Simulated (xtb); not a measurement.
C4H10Al (SMILES C[CH2][Al+][CH2]C), charge +1, singlet, geometry from GFN2-xTB (such geometries of metal compounds can be far from the true shape), atoms displaced at random by about 0.1 Å a coordinate. Base run: GFN2-xTB in xtb.

Input for xtb:
```
$ xtb mol.xyz --gfn 2 --chrg 1 --opt --json

# file mol.xyz
15

Al    -0.18371281    -0.07609317     0.25418643
C      1.58423389    -0.74345588     0.83200436
C      1.66954974    -2.13190951     0.56764465
H      1.40190239    -0.74873017     1.89397684
H      2.54793513    -0.32074187     0.55808207
H      1.68480853    -2.44270491    -0.62221025
H      0.72124763    -2.83588210     0.89596804
H      2.41582191    -2.70178722     0.99996887
C     -1.55292034     1.10535955    -0.55644113
C     -1.39080867     2.29134366    -1.08787787
H     -2.41988444     0.94279692     0.27412962
H     -2.06502165     0.21275333    -1.26679389
H     -0.71957591     2.21860057    -1.99229410
H     -1.13560154     2.97281611    -0.42758920
H     -2.31290085     2.62532887    -1.46026735
```

Each row names what was changed in the base input (with any setting that the change needs).

```tsv
change	ΔE vs base (kJ/mol)	optimiser steps
base	0.00	12
alpb = acetonitrile	(withheld)	13
opt level = vtight	-0.01	16
opt level = sloppy	0.13	7
opt level = crude	0.29	6
engine = inertial	0.17	-
opt level = extreme	-0.04	111
engine = lbfgs	-0.02	-
alpb = dmso	(withheld)	14
opt level = lax	0.04	9
```

### Question
Some entries are withheld; supply them.

### Answer

- alpb = acetonitrile, ΔE vs base (kJ/mol): -195.7
- alpb = dmso, ΔE vs base (kJ/mol): -202.6
